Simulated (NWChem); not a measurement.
System: C3H7NSi; SMILES [SiH3]/C=N/C=C

NWChem input:

```
start job
memory heap 200 mb stack 900 mb global 1100 mb
geometry units angstroms noautosym nocenter noautoz
  C      0.420359     2.937761     0.000000
  C     -0.355309     1.847083     0.000000
  N      0.192850     0.569857     0.000000
  C     -0.591785    -0.440176     0.000000
  Si     0.164011    -2.174886     0.000000
  H      1.508114     2.833202     0.000000
  H     -0.013079     3.939721     0.000000
  H     -1.456146     1.933512     0.000000
  H     -1.696644    -0.297245     0.000000
  H      1.008230    -2.361484     1.217331
  H     -0.929512    -3.194583     0.000000
  H      1.008230    -2.361484    -1.217331
end
basis spherical
  C library def2-svp
  N library def2-svp
  Si library def2-svp
  H library def2-svp
end
dft
  xc b3lyp
  iterations 150
  mulliken
end
task dft energy
esp
  recalculate
  probe 0.07
  range 0.3
  factor 1.0
  spacing 0.02
end
task esp
```

Excerpt of the output:

```
             Northwest Computational Chemistry Package (NWChem) 7.3.0
             --------------------------------------------------------

                             Geometry "geometry" -> ""
                             -------------------------

 Output coordinates in angstroms (scale by  1.889725989 to convert to a.u.)

  No.       Tag          Charge          X              Y              Z
 ---- ---------------- ---------- -------------- -------------- --------------
    1 C                    6.0000     0.42035900     2.93776100     0.00000000
    2 C                    6.0000    -0.35530900     1.84708300     0.00000000
    3 N                    7.0000     0.19285000     0.56985700     0.00000000
    4 C                    6.0000    -0.59178500    -0.44017600     0.00000000
    5 Si                  14.0000     0.16401100    -2.17488600     0.00000000
    6 H                    1.0000     1.50811400     2.83320200     0.00000000
    7 H                    1.0000    -0.01307900     3.93972100     0.00000000
    8 H                    1.0000    -1.45614600     1.93351200     0.00000000
    9 H                    1.0000    -1.69664400    -0.29724500     0.00000000
   10 H                    1.0000     1.00823000    -2.36148400     1.21733100
   11 H                    1.0000    -0.92951200    -3.19458300     0.00000000
   12 H                    1.0000     1.00823000    -2.36148400    -1.21733100

 Effective nuclear repulsion energy (a.u.)     194.9787511280

                                 NWChem DFT Module
                                 -----------------

 Summary of "ao basis" -> "ao basis" (spherical)
 ------------------------------------------------------------------------------
       Tag                 Description            Shells   Functions and Types
 ---------------- ------------------------------  ------  ---------------------
 C                          def2-svp                 6       14   3s2p1d
 N                          def2-svp                 6       14   3s2p1d
 Si                         def2-svp                 8       18   4s3p1d
 H                          def2-svp                 3        5   2s1p

            General Information
            -------------------
          SCF calculation type: DFT
          Wavefunction type:  closed shell.
          No. of atoms     :    12
          No. of electrons :    46
           Alpha electrons :    23
            Beta electrons :    23
          Charge           :     0
          Spin multiplicity:     1
          Use of symmetry is: off; symmetry adaption is: off
          Maximum number of iterations: 150
          AO basis - number of functions:   109
                     number of shells:    53
          Convergence on energy requested:  1.00D-06
          Convergence on density requested:  1.00D-05
          Convergence on gradient requested:  5.00D-04

              XC Information
              --------------
                         B3LYP Method XC Potential
                     Hartree-Fock (Exact) Exchange  0.200
                        Slater Exchange Functional  0.800 local
                    Becke 1988 Exchange Functional  0.720 non-local
              Lee-Yang-Parr Correlation Functional  0.810
                  VWN I RPA Correlation Functional  0.190 local

[...]

                     NWChem Electrostatic Potential Fit Module
                     -----------------------------------------

 Atom parameters

 Number of atoms is                                   12
 Number of basis functions is                        109

 Grid parameters

 Maximum number of grid points is                  49573
 Number of grid points is                          49572
 Grid range                                     0.300000 nm
 Grid spacing                                   0.020000 nm
 Probe radius                                   0.070000 nm
 Atom radius factor                             1.000000

 Atomic radii

    1    0.100000
    6    0.147000
    7    0.140000
   14    0.187000
 FASTESP  F
  using M.O. file = ./job.movecs

    Atom              Coordinates                           Charge

                                                  ESP

    1 C     0.042036    0.293776    0.000000   -0.393709
    2 C    -0.035531    0.184708    0.000000    0.279994
    3 N     0.019285    0.056986    0.000000   -0.416205
    4 C    -0.059179   -0.044018    0.000000    0.183257
    5 Si    0.016401   -0.217489    0.000000    0.280790
    6 H     0.150811    0.283320    0.000000    0.159046
    7 H    -0.001308    0.393972    0.000000    0.137470
    8 H    -0.145615    0.193351    0.000000    0.010360
    9 H    -0.169664   -0.029725    0.000000    0.005339
   10 H     0.100823   -0.236148    0.121733   -0.074203
   11 H    -0.092951   -0.319458    0.000000   -0.098274
   12 H     0.100823   -0.236148   -0.121733   -0.073865
                                            ------------
                                                0.000000

 Dipole moment                                  0.516247

 Quadrupole moment Qxx                          1.825239
                   Qyy                          1.597752
                   Qzz                         -3.422991

 RMS deviation kJ/mol                           0.064078

 RRMS %                                        49.953945
```

Level: B3LYP/def2-SVP. Coordinates come from a PBE0/def2-SVP optimisation. Not confirmed as a minimum by frequencies. B3LYP is NWChem's, with the RPA form of VWN correlation.
